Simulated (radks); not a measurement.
Results of a calculation; reference values are marked as such.
All-electron atom: Nd+ in [Xe] 4f4 6s1.

Level of theory: Dirac Kohn-Sham, BLYP, spin-unpolarised, spherical densities, finite nucleus; open shells are shared between the two j in proportion to 2j + 1; Fermi nuclear charge, rms radius 4.9123 fm (a radial shooting solver on a logarithmic mesh with Libxc functionals).

Energy parts (eV):
total: -262043.25
kinetic: 282577.32
electron-nucleus: -639872.55
Hartree: 101340.26
exchange-correlation: -6088.28

Orbitals (lengths in bohr, moments of r in powers of bohr):
| orbital | occ. | eigenvalue (eV) | <1/r> | <r> |
|---|---|---|---|---|
| 1s1/2 | 2 | -43368.70 | 66.05 | 0.02363 |
| 2s1/2 | 2 | -7016.488 | 15.63 | 0.1005 |
| 2p1/2 | 2 | -6639.152 | 15.62 | 0.08421 |
| 2p3/2 | 4 | -6118.882 | 14.03 | 0.09062 |
| 3s1/2 | 2 | -1526.456 | 5.663 | 0.2660 |
| 3p1/2 | 2 | -1365.192 | 5.578 | 0.2556 |
| 3p3/2 | 4 | -1261.353 | 5.181 | 0.2681 |
| 3d3/2 | 4 | -980.2379 | 5.052 | 0.2394 |
| 3d5/2 | 6 | -957.7878 | 4.952 | 0.2433 |
| 4s1/2 | 2 | -307.9556 | 2.353 | 0.6073 |
| 4p1/2 | 2 | -247.1009 | 2.248 | 0.6237 |
| 4p3/2 | 4 | -224.5537 | 2.115 | 0.6520 |
| 4d3/2 | 4 | -124.5184 | 1.894 | 0.7015 |
| 4d5/2 | 6 | -120.5367 | 1.861 | 0.7116 |
| 4f5/2 | 1.71429 | -7.6903 | 1.255 | 1.100 |
| 4f7/2 | 2.28571 | -7.2853 | 1.238 | 1.120 |
| 5s1/2 | 2 | -46.1644 | 0.9029 | 1.473 |
| 5p1/2 | 2 | -29.9374 | 0.7907 | 1.665 |
| 5p3/2 | 4 | -26.8959 | 0.7432 | 1.757 |
| 6s1/2 | 1 | -8.2191 | 0.3150 | 4.001 |

The highest occupied level is 4f7/2 at -7.285 eV. For comparison, the ionisation energy in NIST's Atomic Spectra Database is 10.78 eV (semi-empirical). In exact Kohn-Sham theory the highest level is minus the ionisation energy, but local and semilocal functionals leave it too shallow, through self-interaction and a potential that decays too fast; potentials with the right tail come closer.

Beside tabulated values, note that spin-unpolarised runs miss the spin-polarisation part of the exchange energy of open shells.
